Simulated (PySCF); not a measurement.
Compound: C6H8N (doublet state).
Atom-mapped SMILES: `[CH2:1]=[CH:2][N:3]=[C:4]1[CH2:5][CH:6][CH2:7]1` (hydrogens: H8, H9 on C1; H10 on C2; H11, H12 on C5; H13 on C6; H14, H15 on C7)

Geometry (GFN2-xTB, Å), atoms numbered from 1 in this order:
```xyz
15
C6H8N angstrom
C      2.6284    0.0045   -0.1767
C      1.8231   -0.0055   -1.2326
N      0.5649    0.5484   -1.2872
C     -0.4124    0.2568   -0.5650
C     -1.8045    0.8341   -0.5176
C     -2.1137   -0.1962    0.5121
C     -0.7463   -0.7833    0.4947
H      3.6471   -0.3304   -0.2480
H      2.3064    0.3942    0.7740
H      2.1680   -0.3487   -2.2008
H     -1.8533    1.8793   -0.1936
H     -2.3596    0.7680   -1.4596
H     -3.0237   -0.4942    0.9877
H     -0.6594   -1.8245    0.1638
H     -0.1694   -0.6947    1.4213
```

The hyperfine couplings belong to this conformer and change with its torsions.

Theory: UKS B3LYP, pcH-1 on C H N, non-relativistic, mean-field spin-orbit, GIAO (PySCF 2.14.0). The structure is a single GFN2-xTB conformer in the gas phase; no vibrational or solvent corrections. The geometry wasn't refined by DFT: couplings that depend on bond lengths, twists or pyramidal angles can differ widely from those at the functional's own minimum. The frame is twisted about the C2–N3 bond at this geometry (dihedral C1–C2–N3–C4 = -59°); couplings at other torsion angles weren't computed. Stability of the SCF solution: not tested.

Break the g tensor into its mass correction, gauge correction and orbital-Zeeman/spin–orbit terms.

| Δg (ppm) | 1 | 2 | 3 |
| --- | --- | --- | --- |
| relativistic mass correction | -135 | -135 | -135 |
| gauge correction | 1 | 13 | 21 |
| orbital Zeeman/spin–orbit | -18 | 656 | 749 |
| total | -152 | 535 | 636 |

So g = 2.00217, 2.00285, 2.00296 and g_iso = 2.00266; the tensor is close to axial: the two nearest values differ by 13 % of g3 − g1. Axes: g3 points within 3° of the C6–H13 bond.

What are the electron Larmor frequencies g μB B/h along the three axes at 3350 mT?

93.8765, 93.9087, 93.9134 GHz for g1, g2 and g3, a range of 37.0 MHz.

At 34.168 GHz, how far is the centre of the isotropic spectrum from where a free electron (g = 2.002319) resonates?

B = hν/(g μB) with μB/h = 13.99624 MHz/mT gives 1219.20 mT for the free electron and 1218.99 mT at g_iso, 0.21 mT lower.

In a frozen sample, at which fields do the three g values resonate at 9.5, 34, 94 and 263 GHz (hyperfine left aside), and which band first spreads them over more than twice a line width of 0.5 mT?

| band | GHz | B(g3) mT | B(g2) mT | B(g1) mT | spread mT |
| --- | --- | --- | --- | --- | --- |
| X | 9.5 | 338.88 | 338.89 | 339.01 | 0.13 |
| Q | 34.0 | 1212.82 | 1212.88 | 1213.30 | 0.48 |
| W | 94.0 | 3353.09 | 3353.26 | 3354.41 | 1.32 |
| J | 263.0 | 9381.51 | 9381.99 | 9385.21 | 3.69 |

The spread grows in proportion to the frequency. W band is the first where it exceeds 1.0 mT.

The largest Mulliken spin populations are on C6 (+1.02), C5 (-0.09) and C7 (-0.09). C6 is the only atom above +0.15. The angles at C6 add up to 359.5°, so it is planar; its axial dipolar tensor and the negative coupling of its proton fit spin in a p orbital normal to that plane.

The HOMO–LUMO gaps are 4.81 eV among the α and 4.44 eV among the β orbitals.
